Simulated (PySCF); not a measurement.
Compound: C₅H₁₁NOSi₂.
Atom-mapped SMILES: `[CH3:1][C:2]#[C:3][C@@H:4]1[CH2:5][Si@H:6]([NH2:7])[O:8][SiH2:9]1` (hydrogens: H10, H11, H12 on C1; H13 on C4; H14, H15 on C5; H16 on Si6; H17, H18 on N7; H19, H20 on Si9)

Computed with PySCF at PBE0/pcSseg-1, non-relativistic, on one gas-phase PBE0-D3(BJ)/def2-SVP geometry that isn't relaxed in the solvent. The solvent is an IEF-PCM continuum (cavity from Bondi-type radii × 1.2). Specific hydrogen bonds and non-electrostatic terms are outside this model.

Gas phase at PBE0/pcSseg-1: HOMO -6.96 eV, LUMO 0.65 eV, dipole 1.80 D.

Problem. What does the continuum do to the energy, the frontier levels and the dipole at PBE0/pcSseg-1 in tetrahydrofuran and dimethylsulfoxide?

Solution. 
| solvent | ε | E(solvent) − E(gas) (kJ/mol) | polarisation term (kJ/mol) | distortion of the solute (kJ/mol) | HOMO (eV) | LUMO (eV) | dipole (D) |
| --- | --- | --- | --- | --- | --- | --- | --- |
| tetrahydrofuran | 7.426 | -21.66 | -23.57 | 1.91 | -6.97 | 0.63 | 2.11 |
| dimethylsulfoxide | 46.83 | -26.59 | -29.50 | 2.91 | -6.98 | 0.61 | 2.16 |

The first energy column is the sum of the next two and covers electrostatics alone. From tetrahydrofuran to dimethylsulfoxide the lowering changes by a factor 1.23, Onsager's factor (ε − 1)/(2ε + 1) by 1.19 and ε itself by 6.3.

Problem. Which radius a makes the point-dipole formula ΔE = −[(ε − 1)/(2ε + 1)]·μ²/a³ give the value in dimethylsulfoxide, with the gas-phase dipole?

Solution. μ = 0.708 au and |ΔE| = 0.01013 Eh give a = 1.53 Å; the farthest nucleus lies 4.10 Å from the centroid of the nuclei, so such a sphere wouldn't even hold the nuclei. The formula assumes a rigid point dipole at the centre of a sphere.

Problem. Which IAO charges (PBE0/pcSseg-1) respond most in dimethylsulfoxide (means over atoms taken as equivalent)?

Solution. 
```
      atoms             environment  gas (e)  solvent (e)  change
         C3           alkyne carbon   -0.082       -0.101  -0.019
         O8         siloxane oxygen   -0.880       -0.896  -0.016
         N7  silicon-bound nitrogen   -0.832       -0.846  -0.014
    H17/H18            N–H hydrogen   +0.265       +0.277  +0.012
        H13        methine hydrogen   +0.164       +0.175  +0.011
        H14      methylene hydrogen   +0.148       +0.159  +0.011
H10/H11/H12         methyl hydrogen   +0.166       +0.175  +0.009
         C1      propargylic carbon   -0.425       -0.434  -0.009
```

Problem. Which Mayer bond orders change most in dimethylsulfoxide?

Solution. 
```csv
bond,length (Å),gas,solvent,change
Si6–N7,1.715,1.112,1.133,+0.021
Si6–O8,1.694,0.873,0.860,-0.013
O8–Si9,1.670,0.962,0.949,-0.013
C2–C3,1.215,2.604,2.595,-0.009
N7–H17,1.014,0.941,0.932,-0.009
C5–Si6,1.894,0.894,0.902,+0.008
N7–H18,1.016,0.928,0.920,-0.008
C1–H10,1.102,0.923,0.916,-0.007
```

Problem. How do the nuclear quadrupole coupling constants eQVzz/h respond in dimethylsulfoxide?

Solution. 
```csv
nucleus,Q (barn),gas (MHz),solvent (MHz),η gas,η solvent
14N at N7,0.02044,-4.34,-4.08,0.35,0.34
17O at O8,-0.0256,-5.50,-5.42,0.38,0.38
```
